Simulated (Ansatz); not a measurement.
```xyz
5

C    -0.0126   -0.3799   -0.0539
O    -0.0030   -0.3736    1.0519
O    -0.0154    0.6585   -0.9479
H    -0.0200   -1.2939   -0.6847
H    -0.0399    1.4150   -0.3451
```

Basis set: aug-cc-pVDZ (spherical functions). Frozen core: 3 orbitals. Charge 0, multiplicity 1.

Computed with Ansatz (development build ahead of 0.2.0); each method stands on the lowest determinant of its kind that the runs found. Restricted open shells among the atoms or ions are ROHF, correlated in semicanonical orbitals with singles.

The atomization energy at this shape (free ground-state atoms in the same class of orbitals less the molecule, no zero-point energy) of singlet CH₂O₂:

```csv
method,atomization energy
RHF-MP2,1966.7 kJ/mol
```

(1) What does RHF give?

Answers

(1) 1359.3 kJ/mol.
